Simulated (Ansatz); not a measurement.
Geometry optimisation, Ansatz 0.2.0, RKS LDA/def2-SVP.

input.yaml

```yaml
crystal:
  periodic: [false, false, false]
  atoms:
    - { symbol: Zn, position_ang: [0.0, 0.0, 0.0] }
    - { symbol: O, position_ang: [0.0, 0.0, 2.14] }
    - { symbol: H, position_ang: [-0.9095, -0.2814, 2.4771] }
    - { symbol: O, position_ang: [0.0, 0.0, -1.79] }
    - { symbol: H, position_ang: [0.2547, -0.9174, -2.1271] }
    - { symbol: "N", position_ang: [2.0392, -0.566, 0.7032] }
    - { symbol: H, position_ang: [2.2266, -1.5507, 1.0477] }
    - { symbol: Si, position_ang: [3.3815, 0.663, 0.6855] }
    - { symbol: H, position_ang: [4.6191, 0.0266, 0.2439] }
    - { symbol: H, position_ang: [3.0383, 1.7465, -0.2309] }
    - { symbol: H, position_ang: [3.5654, 1.203, 2.0294] }
    - { symbol: H, position_ang: [1.2477, -0.3463, 1.8045] }
basis:
  gaussian: { orbitals: def2-SVP }
hamiltonian:
  xc: lda
relax:
  f_tol: 0.15
  max_steps: 25
  restrain:
    - { distance: [0, 5], at: 1.93, k: 30.0 }
    - { distance: [11, 1], at: 1.01, k: 30.0 }
    - { distance: [0, 1], at: 2.99, k: 30.0 }
    - { distance: [11, 5], at: 2.26, k: 30.0 }
```

Command:

```bash
$ ansatz run input.yaml --threads 4 --pin off --max-ram 5120MiB --backend cpu --events-out ev --progress --plain --runs-dir out
```

Where does it end, and by what steps?

It converged. The restraints hold the end off the free minimum. After 10 steps the energy has fallen by 1.052 eV (the restraints' own energy left out); Zn1 moved furthest, 1.03 Å. Parted: Zn1–O2. Joined: O2–H12.

| step | energy less start (eV) | largest force component (eV/Å) | accepted |
| --- | --- | --- | --- |
| 0 | 0.0000 | 2.558 | yes |
| 1 | 0.7196 | 3.109 | yes |
| 2 | 0.7097 | 3.861 | yes |
| 3 | 0.0382 | 2.140 | yes |
| 4 | -0.4623 | 1.805 | yes |
| 5 | -0.5449 | 3.257 | yes |
| 6 | -0.8957 | 1.162 | yes |
| 7 | -1.0096 | 1.294 | yes |
| 8 | -1.0365 | 1.132 | yes |
| 9 | -1.0432 | 1.315 | yes |
| 10 | -1.0518 | 1.269 | yes |

```xyz
12
Properties=species:S:1:pos:R:3
Zn 0.808 -0.441 -0.458
O -0.442 0.254 2.149
H -0.765 -0.609 2.472
O -0.465 -0.384 -1.646
H -0.140 -0.537 -2.553
N 2.205 -0.523 0.809
H 2.410 -1.463 1.174
Si 3.525 0.596 0.740
H 4.742 0.102 -0.018
H 3.022 1.828 0.023
H 4.014 1.009 2.114
H 0.548 0.148 2.178
```

Whether the end is a true minimum wasn't checked by a vibrational analysis.

The run took 5.1 s on 4 threads of AMD EPYC 9R45 96-Core Processor (Zen 5), with other jobs on the host, peak memory 0.2 GiB.
